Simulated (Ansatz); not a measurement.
Cl2FH3OSi2 (`O[SiH](F)[SiH](Cl)Cl`), relaxed with RKS PBE0-D4/def2-TZVP in Ansatz from a PBE-D4/def2-SVP geometry. The force threshold is 0.005 eV/Å; the program also tests the step.

The species carries charge 0 and has multiplicity 1.

Start:

```xyz
9

O     0.866    1.757    0.222
Si    1.119    0.177   -0.233
F     2.081   -0.618    0.834
Si   -0.998   -0.840   -0.099
Cl   -2.109   -0.324   -1.780
Cl   -1.809    0.117    1.588
H     0.178    1.860    0.909
H     1.807    0.189   -1.557
H    -1.136   -2.317    0.115
```

(1) By how much does the energy fall, and how many steps does the optimiser take? (Estimate.)

(2) Which bonds change most? (An estimate is asked.)

(3) Give the relaxed structure. (Best estimate.)

## Answers

(1) Ansatz gave: 9.21 kJ/mol, in 9 steps.

(2) Ansatz gave: Si2–F3 from 1.641 to 1.599 Å; Si4–Cl6 from 2.102 to 2.062 Å; O1–Si2 from 1.664 to 1.629 Å; Si4–Cl5 from 2.080 to 2.050 Å.

(3) The calculation gave: 
```xyz
9

O     0.935    1.752    0.230
Si    1.089    0.193   -0.214
F     2.044   -0.609    0.786
Si   -1.023   -0.831   -0.085
Cl   -2.088   -0.397   -1.782
Cl   -1.945    0.045    1.539
H     0.345    1.961    0.958
H     1.719    0.183   -1.549
H    -1.076   -2.295    0.117
```
